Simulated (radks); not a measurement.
Spherical quantum dot in the effective-mass picture: electrons in a hard-walled sphere of radius 5.81, with a point charge +1 (a donor) at the centre, all in effective atomic units (hartree* = m*/eps^2 hartree, bohr* = eps/m* bohr), one dielectric constant everywhere. Calculated with a radial shooting solver with Libxc functionals: non-relativistic Kohn-Sham, PBE, spin-polarised, spherical densities. Levels are named by radial order and angular momentum (1s, 1p, 1d, 2s, ...), and open shells are averaged over m.

N = 16, configuration 1s2 1p6 1d(up 5, down 2) 2s(up 1, down 0). This is the lowest configuration that the search found. Occupied levels:

level,occupation,eigenvalue (hartree*),<r> (bohr*)
1s up,1,3.2947,3.656
1s down,1,3.3337,3.859
1p up,3,3.3853,4.086
1p down,3,3.4144,4.078
1d up,5,3.5175,4.218
1d down,2,3.5472,4.206
2s up,1,3.5697,1.966

Energy (hartree*): total 27.4268, kinetic 7.4828, external -4.8368, Hartree 29.149, exchange-correlation -4.3681.

Electron density:

r (bohr*),n(r) (e/bohr*^3)
0.453,0.1406
0.887,0.05900
1.32,0.02665
1.75,0.01499
2.19,0.01267
2.62,0.01538
3.06,0.02150
3.49,0.02910
3.92,0.03483
4.36,0.03421
4.79,0.02456
5.23,0.009874
5.66,0.0006771
